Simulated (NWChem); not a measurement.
Ionisation of germylsilane (H₆GeSi)

```xyz
8

Si     0.0618     1.6043     0.0000
Ge    -0.0299    -0.7770     0.0000
H      0.7828     2.0914     1.2154
H      0.7828     2.0914    -1.2154
H     -1.3209     2.1723     0.0000
H     -0.7716    -1.2892     1.2495
H     -0.7716    -1.2892    -1.2495
H      1.3910    -1.3725     0.0000
```
Charge 0, spin multiplicity 1.

Everything below was run with NWChem. All single points use one geometry, from PBE0/def2-SVP, a minimum by its harmonic frequencies.

Basis set: def2-TZVP. −ε marks an orbital energy of the parent.

The Hamiltonian is non-relativistic. B3LYP has NWChem's definition, with VWN1-RPA local correlation.

Q: For the first vertical ionisation energy, −ε(HOMO) of LDA (SVWN5) gives 7.28 eV and −ε(HOMO) of HF gives 10.86 eV. What do −ε(HOMO) of B3LYP, −ε(HOMO) of PBE, −ε(HOMO) of M06-2X give?

A: −ε(HOMO) of B3LYP: 8.09 eV; −ε(HOMO) of PBE: 7.19 eV; −ε(HOMO) of M06-2X: 9.23 eV.
